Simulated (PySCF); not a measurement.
C6H12O2: core ionisation energies

Butyl acetate, C6H12O2.
SMILES with atom numbers: `[CH3:1][CH2:2][CH2:3][CH2:4][O:5][C:6]([CH3:7])=[O:8]`

Method: delta-SCF UKS SCAN, pcX-2 on the ionised atom, pcseg-1 elsewhere, spin-free X2C (PySCF). Each binding energy is the total energy of the core-ionised species, with the hole localised on one atom, minus that of the ground state; both are solved self-consistently, so orbital relaxation is included.

Q: Give the core binding energies atom by atom.

A: 
```csv
atom(s),bonded to,level,binding energy (eV),above the level's lowest (eV),count
C3,2 C and 2 H,C 1s,290.58,0.00,1
C1,C and 3 H,C 1s,290.60,+0.02,1
C2,2 C and 2 H,C 1s,290.71,+0.13,1
C7,C and 3 H,C 1s,291.21,+0.63,1
C4,"O, C and 2 H",C 1s,292.14,+1.56,1
C6,"O (double bond), O and C",C 1s,294.41,+3.83,1
O8,C (double bond),O 1s,537.47,0.00,1
O5,2 C,O 1s,539.16,+1.69,1
```

The listed C 1s values span 3.83 eV, from C3 (bonded to 2 C and 2 H) to C6 (bonded to O (double bond), O and C). The widest gap between neighbouring values is 2.27 eV, between 292.14 and 294.41 eV. The values 290.58 and 290.60 eV lie too close for their order to be trusted.

The listed O 1s values span 1.69 eV, from O8 (bonded to C (double bond)) to O5 (bonded to 2 C). Summing the Pauling electronegativity differences to the bonded atoms, each weighted by its formal bond order, gives -1.78 for the lowest site and -1.78 for the highest; the sum is the same at every site.

Q: Which photon energy gives electrons from C 1s of C2 a kinetic energy of 150 eV, and what is their de Broglie wavelength?

A: hν = 290.71 + 150 = 440.71 eV, recoil neglected; λ = 12.264 Å/√(E/eV) = 1.00 Å.

Geometry: PBE0-D3(BJ)/def2-SVP, one conformer, isolated molecule.

Shape of the structure used: `[CH3:1][CH2:2][CH2:3][CH2:4][O:5][C:6]([CH3:7])=[O:8]`: C1–C2–C3–C4 64°, C2–C3–C4–O5 173°, C3–C4–O5–C6 86°, C4–O5–C6–C7 178°.
